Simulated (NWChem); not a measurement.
System: CH2NO cation; SMILES N=C=[OH+]

All runs: NWChem. The level has its own optimisation; frequencies are unscaled.

### Question
Predict the results for PBE/def2-SVP. Quantities: r C–N (Å); r H–N (Å); r C–O (Å); r H–O (Å); highest harmonic frequency (cm⁻¹); lowest (cm⁻¹); zero-point energy (kcal/mol).

### Answer
```yaml
r C–N (Å): 1.161
r H–N (Å): 1.024
r C–O (Å): 1.245
r H–O (Å): 0.992
highest harmonic frequency (cm⁻¹): 3613
lowest (cm⁻¹): 384
zero-point energy (kcal/mol): 19.7
```
